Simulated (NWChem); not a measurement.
Species: CH2BrF; SMILES FCBr

All runs: NWChem. Pople sets run with spherical d functions. Coordinates come from a B3LYP/6-31G* (spherical d) optimisation. Total energies compare along this basis series because the functional is fixed.

| level | basis functions | energy (Ha) | highest occupied level (eV) | orbital gap (eV) | dipole (D) |
|---|---|---|---|---|---|
| PBE/STO-3G | 30 | -2682.6277 | -3.45 | 6.35 | 1.60 |
| PBE/3-21G | 44 | -2699.6026 | -6.40 | 5.58 | 1.84 |
| PBE/6-31G* | 64 | -2712.4459 | -6.77 | 5.51 | 1.87 |
| PBE/6-311G** | 92 | -2712.7661 | -6.87 | 5.43 | 1.84 |
